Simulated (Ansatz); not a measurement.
Geometry optimisation, Ansatz, RKS B3LYP-D4/def2-SVP.

The input (input.yaml):

```yaml
crystal:
  periodic: [false, false, false]
  atoms:
    - { symbol: Sn, position_ang: [0.0, 0.0, 0.0] }
    - { symbol: H, position_ang: [0.0, 0.0, 1.74] }
    - { symbol: C, position_ang: [2.0274, 0.0, -0.716] }
    - { symbol: H, position_ang: [2.3751, -1.0463, -0.8441] }
    - { symbol: H, position_ang: [2.076, 0.5276, -1.6913] }
    - { symbol: H, position_ang: [2.6794, 0.5187, 0.0175] }
    - { symbol: H, position_ang: [-0.8195, 1.4198, -0.5794] }
    - { symbol: H, position_ang: [-0.8195, -1.4198, -0.5794] }
basis:
  gaussian: { orbitals: def2-SVP }
hamiltonian:
  xc: b3lyp
  dispersion: d4
relax:
  f_tol: 0.02
  max_steps: 40
output:
  orbitals: {}
```

Command:

```bash
$ ansatz run input.yaml --threads 1 --pin off --max-ram 2048MiB --backend cpu --events-out ev --progress --plain --runs-dir out
```

Question: Where does it end, and by what steps?

Answer: The forces met the threshold. The force dipped under the threshold on the way, but the program's further checks kept it going. After 11 steps the energy has fallen by 0.030 eV; H5 moved furthest, 0.39 Å.

| step | energy less start (eV) | largest force component (eV/Å) | accepted |
| --- | --- | --- | --- |
| 0 | 0.0000 | 0.468 | yes |
| 1 | -0.0113 | 0.156 | yes |
| 2 | -0.0200 | 0.041 | yes |
| 3 | -0.0246 | 0.017 | yes |
| 4 | -0.0051 | 0.678 | no |
| 5 | -0.0263 | 0.017 | yes |
| 6 | -0.0267 | 0.211 | yes |
| 7 | -0.0289 | 0.031 | yes |
| 8 | -0.0295 | 0.005 | yes |
| 9 | -0.0292 | 0.077 | no |
| 10 | -0.0296 | 0.030 | yes |
| 11 | -0.0299 | 0.019 | yes |

```xyz
8
Properties=species:S:1:pos:R:3
Sn -0.006 0.000 0.003
H -0.031 -0.247 1.707
C 2.039 0.000 -0.720
H 2.517 -0.964 -0.492
H 2.051 0.158 -1.809
H 2.608 0.806 -0.234
H -0.758 1.508 -0.352
H -0.901 -1.261 -0.756
```

The run took 14 s on 1 thread of AMD EPYC 9R45 96-Core Processor (Zen 5), with other jobs on the host, peak memory 0.15 GiB.
